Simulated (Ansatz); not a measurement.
Calculated with Ansatz (gas phase, PBE0-D4/def2-TZVP geometries, no zero-point term in ΔE). CCSD(T)/CBS adds triple-zeta CCSD(T) − MP2 to the extrapolated MP2 energy (def2 sets, frozen cores). This one scheme is used for every species. Functionals use def2-TZVPP. No spin–orbit coupling; open shells (•) take unrestricted orbitals. Each species was taken in one conformer, which may not be the lowest.

Reaction (homolysis of the O–Si bond): `O[SiH](O)O[SiH3]` → `[OH]`• + `O[SiH]O[SiH3]`•

Problem. What is ΔE at CCSD(T)/CBS? (Best estimate.)

Solution. Ansatz gave: +592.2 kJ/mol.

Problem. What do these levels give: ωB97X-V, r2SCAN, r2SCANh, BHLYP, MP2/def2-SVP, CCSD/CBS(def2)? (An estimate is asked.)

Solution. Ansatz gave: ωB97X-V 579.9, r2SCAN 559.0, r2SCANh 557.0, BHLYP 549.7, MP2/def2-SVP 574.6, CCSD/CBS(def2) 583.7 kJ/mol.

Largest T1 diagnostic among the species: 0.014.

From r2SCAN to r2SCAN0 (25 % exact exchange), in def2-TZVPP and without D4, ΔE moves by −5.0 kJ/mol: exact exchange takes away binding that semilocal exchange gives to molecules. Leaving LDA and LC-ωPBE aside and taking each functional with its dispersion term where it has one, the values, not all of them listed here, spread over 44.1 kJ/mol, from revPBE-D4 to ωB97M-V. LDA lies +89.1 kJ/mol from PBE without D4, its usual overbinding.
